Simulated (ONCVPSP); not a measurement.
# Pseudopotentials across the periodic table

Generated with ld1.x 7.5 (TM, RRKJ, ultrasoft, PAW), atompaw 4.2 or ONCVPSP 4.0.1. The cutoff is in Ry: for ld1.x and atompaw files where the sum of valence levels is converged to 10 mRy in a Bessel basis, for ONCV files where the hardest occupied wave has 1 mHa per electron of residual kinetic energy. The error is the largest all-electron minus pseudo excitation energy over each file’s own four to seven test configurations (ionisations up to +4, promotions, holes and added fractions of an electron), all of which were solved. The labels leave out finer settings (local radius, basis sizes, second energies), which also bear on the numbers. Spin-polarised tests are not counted. The rows are a selection from randomly drawn settings: files with unsolved tests, undetermined cutoffs or missed reference levels are left out.

A true bound ghost makes a file unfit for plane-wave use even where its test errors are small: the radial tests pick states by their node count and pass the ghost by.

```tsv
element	potential	cutoff (Ry)	largest error (meV)	bound ghosts
Sr	ONCV, LDA (Perdew-Wang 92), fully relativistic, rc 1.70/1.55/1.75/1.75 (spdf), local smoothed, core correction yes, reference 4s2 4p6, qcut 6.2/5.5/4.7/5.5, projectors 2/2/2/2	35	-0.2	none
Tc	ONCV, PBE, scalar-relativistic, rc 1.35/2.10/2.05 (spd), local smoothed, core correction yes, reference 4s2 4p6 4d5 5s1 5p1, qcut 6.9/6.8/8, projectors 2/2/3	48	-3.7	none
In	ONCV, LDA (Perdew-Zunger), scalar-relativistic, rc 1.60/2.10 (sp), local smoothed, core correction no, reference 5s2 5p1, qcut 3.8/3.5, projectors 2/1	100	+147	s, p
Pt	ONCV, PBE, scalar-relativistic, rc 1.40/1.05/1.95 (spd), local smoothed, core correction yes, reference 5s2 5p6 5d9 6s1, qcut 8.1/8.2/8.5, projectors 2/2/1	106	-4.2	none
```

(1) Fill in the row for Te: ONCV, LDA (Perdew-Zunger), fully relativistic, rc 1.80/2.30 (sp), local smoothed, core correction no, reference 5s2 5p3.5, qcut 3/4, projectors 2/1.

(2) Fill in the row for Mg: ONCV, LDA (Perdew-Wang 92), non-relativistic, rc 0.95/0.80 (sp), local smoothed, core correction yes, reference 2s2 2p6, qcut 13.1/14.8, projectors 2/1.

(3) Fill in the row for Te: ONCV, Wu-Cohen, scalar-relativistic, rc 1.50/2.20/0.85 (spd), local d, core correction no, reference 4d10 5s1 5p5, qcut 4.2/4.3/11.6, projectors 1/2/0.

Results:

(1) cutoff 54 Ry, largest error +199 meV, bound ghosts: none.

(2) cutoff 215 Ry, largest error -9.9 meV, bound ghosts: none.

(3) cutoff 111 Ry, largest error -25 meV, bound ghosts: s, p.
